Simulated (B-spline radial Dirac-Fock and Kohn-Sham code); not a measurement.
## Magnetic form factor of the 4f shell of Tm³⁺

System: Tm³⁺, [Xe] 4f11 6s1 (an excited configuration).

Model: Dirac-Fock densities. Program: an atomic code on a B-spline grid. ⟨j_K⟩ is the integral of the 4f radial density with the spherical Bessel function j_K(4πsr), s = sin θ/λ.

```csv
s (Å⁻¹),⟨j0⟩,⟨j2⟩,⟨j4⟩,⟨j6⟩
0,1.0000,0.0000,0.0000,0.0000
0.04,0.9928,0.0029,0.0000,0.0000
0.05,0.9888,0.0045,0.0000,0.0000
0.07,0.9782,0.0087,0.0000,0.0000
0.09,0.9644,0.0141,0.0001,0.0000
0.11,0.9474,0.0207,0.0002,0.0000
0.14,0.9167,0.0324,0.0006,0.0000
0.18,0.8674,0.0508,0.0016,0.0000
0.23,0.7957,0.0763,0.0038,0.0002
0.29,0.7009,0.1075,0.0083,0.0005
0.37,0.5713,0.1450,0.0173,0.0017
0.46,0.4347,0.1763,0.0306,0.0044
0.59,0.2718,0.1981,0.0520,0.0109
0.75,0.1331,0.1940,0.0750,0.0220
0.95,0.0366,0.1625,0.0920,0.0366
1.21,-0.0123,0.1114,0.0950,0.0509
1.54,-0.0219,0.0596,0.0804,0.0580
```

Radial moments of the shell: ⟨r²⟩ = 0.6122, ⟨r⁴⟩ = 0.8745, ⟨r⁶⟩ = 2.516 in powers of bohr.

Values without a named source are computed, but for edge energies of neutral atoms, which are taken from tables.
